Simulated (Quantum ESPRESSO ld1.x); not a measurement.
Results of a calculation; reference values are marked as such.
Problem. Radial electron density D(r) = 4 pi r^2 rho(r) of an atom or ion with 14 electrons. Level of theory: scalar-relativistic Kohn-Sham, LDA (Slater exchange, VWN5 correlation), spin-polarised, spherical densities, point nucleus (ld1.x of Quantum ESPRESSO 7.5).

r (bohr)  D(r) (e/bohr)   spin D(r)
0.005493          4.571   -0.000108
0.006873          6.560  0.00000705
0.008598          9.236    0.000387
0.01076           12.69     0.00140
0.01346           16.93     0.00387
0.01684           21.75     0.00947
0.02106           26.69      0.0216
0.02635           30.97      0.0466
0.03297           33.59      0.0956
0.04125           33.77       0.186
0.0516            31.52       0.338
0.06404           28.31       0.561
0.08012           26.31       0.862
0.1002            27.86        1.16
0.1254            32.73        1.31
0.1569            37.17        1.12
0.1963            36.09       0.566
0.2456            27.86      0.0332
0.3072            16.96       0.255
0.3843            10.06        1.63
0.4808            8.726        3.37
0.6016            8.431        3.93
0.7526            5.757        2.78
0.9416            2.340        1.15
1.178            0.5120       0.262
1.474           0.05354      0.0287
1.844          0.002294     0.00131

What is the nuclear charge?

Solution. Z = 28. The innermost maximum, from 1s, lies near gamma/Z bohr with gamma = sqrt(1 - (Z/c)^2) = 0.979, here 0.035 bohr (found: 0.0375), and its height grows with Z. The density is that of the nickel ion Ni14+ in [Ne] 3s2 3p2; the configuration itself is not fixed sharply by these data, and Z only to about a unit. D(r) has 3 maxima, at r = 0.0375, 0.170, 0.529 bohr, and minima at 0.0821, 0.469 bohr, inside which lie 2.11, 10.66 electrons.
